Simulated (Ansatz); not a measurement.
Ge(OAc)H3 (C₂H₆GeO₂), relaxed as a singlet with RKS PBE0-D4/def2-SVP in Ansatz, starting from the GFN2-xTB geometry. Force threshold 0.02 eV/Å.

Start:

```xyz
11

C     0.4312   -0.3978   -0.0703
C     0.9899   -1.2286   -1.1860
Ge   -1.1476    1.3230    1.0550
O    -0.5800    0.3710   -0.4063
O     0.8509   -0.4033    1.0655
H     1.7922   -1.8592   -0.8156
H     1.3636   -0.5709   -1.9674
H     0.1969   -1.8392   -1.6120
H    -0.0169    2.1909    1.4874
H    -1.6271    0.3390    2.0654
H    -2.2531    2.0750    0.3841
```

(1) Estimate the energy that the relaxation releases and the steps that it takes.

(2) Does the start keep its bonding?

(3) Predict the relaxed structure.

## Answers

(1) 0.09 eV, in 6 steps; 9.5 s on 4 threads of Arm Neoverse V2 on a shared host. No frequencies were taken in this run, so the end may be a saddle point.

(2) By distances, no bond broke or formed. The bond that changes most is Ge3–H9, from 1.49 to 1.53 Å (atoms count from 1).

(3) 
```tsv
atom	x (Å)	y (Å)	z (Å)
C1	0.485	-0.440	-0.048
C2	1.000	-1.243	-1.205
Ge3	-1.170	1.340	1.043
O4	-0.535	0.348	-0.371
O5	0.932	-0.480	1.076
H6	1.817	-1.894	-0.876
H7	1.352	-0.565	-1.996
H8	0.183	-1.842	-1.633
H9	-0.061	2.274	1.534
H10	-1.698	0.390	2.122
H11	-2.304	2.111	0.354
```
Bond lengths: 2 × C–O 1.21 to 1.33 Å; 1 × C–C 1.50 Å; 1 × Ge–O 1.84 Å; 3 × C–H 1.10 Å; 3 × Ge–H 1.53 Å.
